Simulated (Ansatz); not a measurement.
Born–Oppenheimer molecular dynamics of ClFGeH$_{2}$O (6 atoms, charge 0, multiplicity 1). It goes on from the last frame of an earlier run, with new velocities.

These are results of Ansatz, RKS BLYP-D4/def2-SVP, not measurements.

```json
{
 "ensemble": "NVT, Langevin thermostat",
 "time step": "0.25 fs",
 "steps asked": "150",
 "set temperature": "400 K",
 "friction": "0.005 /fs",
 "seed": "620625"
}
```

First frame:

```xyz
6
Properties=species:S:1:pos:R:3
Ge -0.163 -0.134 -0.057
O -0.423 -0.440 1.704
H -0.693 0.350 2.204
F 1.547 0.170 -0.261
Cl -1.158 1.711 -0.675
H -0.568 -1.314 -0.836
```

What does the run give?

All steps were run.

```
steps done                                               : 150
time covered                                             : 37.5 fs
mean temperature over the second half                    : 267 K
spread of the potential energy over the second half      : 5.3 meV per atom
mean potential energy of the second half above the start : 18.9 meV per atom
```

The mean temperature of the second half is 33 % below the set value. A run of 0.037 ps of so small a system gives no equilibrium averages.

What happens to the structure?

The same pairs are bonded in the first frame and the last. Pairs count as bonded within 1.25 times the sum of covalent radii (0.12 Å more for H–H). The details hang on the random start.

How do temperature and energy run in time?


```json
{"time (fs)": "0.0", "T (K)": "333", "potential energy less start (eV)": "0.000"}
{"time (fs)": "3.0", "T (K)": "350", "potential energy less start (eV)": "-0.014"}
{"time (fs)": "6.0", "T (K)": "287", "potential energy less start (eV)": "0.059"}
{"time (fs)": "9.0", "T (K)": "318", "potential energy less start (eV)": "0.035"}
{"time (fs)": "12.0", "T (K)": "378", "potential energy less start (eV)": "0.026"}
{"time (fs)": "15.0", "T (K)": "341", "potential energy less start (eV)": "0.061"}
{"time (fs)": "18.0", "T (K)": "315", "potential energy less start (eV)": "0.056"}
{"time (fs)": "21.0", "T (K)": "181", "potential energy less start (eV)": "0.136"}
{"time (fs)": "24.0", "T (K)": "160", "potential energy less start (eV)": "0.153"}
{"time (fs)": "27.0", "T (K)": "257", "potential energy less start (eV)": "0.102"}
{"time (fs)": "30.0", "T (K)": "299", "potential energy less start (eV)": "0.105"}
{"time (fs)": "33.0", "T (K)": "382", "potential energy less start (eV)": "0.068"}
{"time (fs)": "36.0", "T (K)": "327", "potential energy less start (eV)": "0.123"}
```

The run took 5.8 min on 1 thread of Arm Neoverse V2, with other jobs on the host, peak memory 0.12 GiB.
